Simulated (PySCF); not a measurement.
SiCl2Br2, SMILES Br[Si](Cl)(Br)Cl. Geometry optimised at PBE-D3(BJ)/def2-SVP.

Calculation: PySCF 2.14.0 with PBE-D3(BJ)/def2-SVP.

Harmonic wavenumbers (cm⁻¹): 101, 112, 162, 170, 172, 313, 497, 564, 603. Rotational constants (GHz): 1.002, 0.6976, 0.6080; symmetry number 2.

Q: Work out the zero-point energy and the ideal-gas rigid-rotor harmonic-oscillator thermochemistry at 298.15 K and 1 atm.

A: ZPE = ½ Σ hcν = ½ × 2695 cm⁻¹ = 3.85 kcal/mol. H − E(el) = 8.89 kcal/mol. Entropy in cal/(mol K): translation 42.55, rotation 29.63, vibration 17.02, total 89.19. G − E(el) = -17.70 kcal/mol. Cp = 22.52 cal/(mol K). Modes under 150 cm⁻¹ make the vibrational entropy uncertain.
